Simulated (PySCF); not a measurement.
Atomic charges by several schemes

C3H12N2OSi.
Geometry (GFN2-xTB, Å), atoms numbered from 1 in this order:
```
atom  x, y, z in Å
C1     2.3796    0.2247    0.1135
C2     1.4342   -0.9747    0.0954
N3     0.2447   -0.7601   -0.6971
Si4   -1.1012    0.1745   -0.1494
C5    -1.6053   -0.4542    1.5665
N6    -0.7787    1.8729   -0.0099
O7    -2.2879   -0.0349   -1.2684
H8     1.8419    1.0997    0.4685
H9     2.7525    0.4284   -0.8883
H10    3.2267    0.0314    0.7671
H11    1.9615   -1.8536   -0.2940
H12    1.1113   -1.1951    1.1133
H13    0.4770   -0.6621   -1.6757
H14   -1.6404   -1.5389    1.5925
H15   -0.9082   -0.1272    2.3292
H16   -2.5885   -0.0869    1.8426
H17   -0.4712    2.3460   -0.8462
H18   -1.4815    2.4385    0.4399
H19   -2.5765   -0.9191   -1.4766
```

Density: PBE0/pcSseg-1 (PySCF); schemes: Mulliken, IAO, Hirshfeld and ESP-fitted. One conformer (not necessarily the lowest) at the GFN2-xTB geometry, without solvent, vibrations or thermal averaging.

Task: Atoms with like bonding are taken together and averaged. For which atoms does the sign change between the 4 schemes (beyond +0.03 e in one, beyond −0.03 e in another)?

Result: C2.

Task: Which atoms carry the highest charge in the Mulliken, IAO, Hirshfeld and ESP-fitted schemes?

Result: All schemes agree: Mulliken Si4 (+1.169); IAO Si4 (+1.416); Hirshfeld Si4 (+0.484); ESP-fitted Si4 (+1.330).

Task: At which atom do the 4 schemes differ most?

Result: At Si4: from +0.484 (Hirshfeld) to +1.416 e (IAO), 0.932 e apart.

Task: What partial charge does each atom carry?

Result: In e; atoms taken as equivalent share a row and are averaged (×n: the atom named and its like, n in all):

```csv
atom,environment,Mulliken,IAO,Hirshfeld,ESP-fitted
C1,methyl carbon,-0.296,-0.437,-0.130,-0.353
C2,sp3 carbon bound to nitrogen,-0.074,-0.131,-0.021,+0.460
N3,silicon-bound nitrogen,-0.678,-0.696,-0.256,-1.094
Si4,oxygen-bound silicon,+1.169,+1.416,+0.484,+1.330
C5,Si-methyl carbon,-0.679,-0.764,-0.226,-0.806
N6,silicon-bound nitrogen,-0.641,-0.858,-0.322,-1.107
O7,silanol oxygen,-0.555,-0.804,-0.328,-0.832
H8/H9/H10,methyl hydrogen,+0.108,+0.139,+0.034,+0.080
H11,methylene hydrogen,+0.109,+0.130,+0.035,-0.022
H12,methylene hydrogen,+0.117,+0.133,+0.040,-0.022
H13,N–H hydrogen,+0.185,+0.246,+0.106,+0.420
H14/H15/H16,methyl hydrogen,+0.135,+0.156,+0.039,+0.186
H17/H18,N–H hydrogen,+0.187,+0.259,+0.114,+0.390
H19,hydroxyl hydrogen,+0.238,+0.363,+0.169,+0.447
```

Mean size of the charges over all atoms: ESP-fitted 0.446 e, IAO 0.388 e, Mulliken 0.308 e, Hirshfeld 0.135 e. Each set sums to the total charge, 0, to within 0.001 e. The Mulliken scheme counts on each atom the diagonal of the density matrix times the overlap matrix over that atom's basis functions. The ESP scheme is a least-squares fit of atom-centred charges to the potential on four shells outside the van der Waals surface, with the total charge fixed.

Some averages cover members that differ in this geometry: H8/H9/H10, ESP-fitted +0.056 to +0.097; H14/H15/H16, ESP-fitted +0.174 to +0.210; H8/H9/H10, Mulliken +0.095 to +0.128 e.

Task: How closely do the schemes follow one another over all atoms?

Result: Correlation coefficient and root-mean-square difference: Mulliken with IAO 0.99, 0.111 e; IAO with Hirshfeld 0.99, 0.337 e; Mulliken with Hirshfeld 0.98, 0.242 e; Hirshfeld with ESP-fitted 0.96, 0.418 e; Mulliken with ESP-fitted 0.95, 0.232 e; IAO with ESP-fitted 0.95, 0.195 e.

Task: How many electrons does the Hirshfeld scheme count on C5?

Result: Z − q = 6 − (-0.226) = 6.226.

Task: Sum the charges by element, for elements with more than one atom.

Result: 
```json
{"element": "C", "atoms": "3", "Mulliken": "-1.050", "IAO": "-1.332", "Hirshfeld": "-0.377", "ESP-fitted": "-0.699"}
{"element": "N", "atoms": "2", "Mulliken": "-1.319", "IAO": "-1.554", "Hirshfeld": "-0.578", "ESP-fitted": "-2.201"}
{"element": "H", "atoms": "12", "Mulliken": "+1.754", "IAO": "+2.273", "Hirshfeld": "+0.799", "ESP-fitted": "+2.402"}
```
